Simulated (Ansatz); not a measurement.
Pulling on the Bi1–H2 bond in BiH3 (SMILES [BiH3]) (multiplicity 1 held, fragments rigid). Energies count from the point at 1.797 Å.
Geometry at that point (charge 0, multiplicity 1):
| atom | x (Å) | y (Å) | z (Å) |
|---|---|---|---|
| Bi | 0.0006 | -0.0011 | 0.0359 |
| H | -1.4703 | -0.2134 | -0.9736 |
| H | 0.9197 | -1.1034 | -1.0448 |
| H | 0.4970 | 1.4112 | -0.9575 |

Restricted levels (R-, RO-) in cc, def2 and unpolarised 6-31G sets keep to the state of the molecule at rest. Unrestricted levels (U-) break spin symmetry where that is lower. Active spaces are followed from a long bond inwards. Curves can end on different states.

Cores are frozen in the correlated methods. Filled d and f shells under p-block atoms count as core.

Programs: Ansatz (a quantum-chemistry and plane-wave program). Values without a source in brackets are computed. In def2 rows elements past Kr take small-core potentials, without spin–orbit coupling.

### Question
Estimate the energy at R = 5.749 Å that R-MP2/def2-TZVPP returns for this input.

### Answer
347 kJ/mol

### Question
Estimate the energy at R = 5.749 Å that U-wB97X-V/def2-TZVPP returns for this input.

### Answer
270 kJ/mol

### Question
Predict the energy at R = 5.749 Å from FIC-MRCISD+Q on CASSCF(2,2)/def2-TZVPP.

### Answer
262 kJ/mol

Doubts at one or more of the structures used: a spin-contaminated determinant (U-wB97X-V/def2-TZVPP); a restricted determinant that unrestricted orbitals would lower (R-MP2/def2-TZVPP).
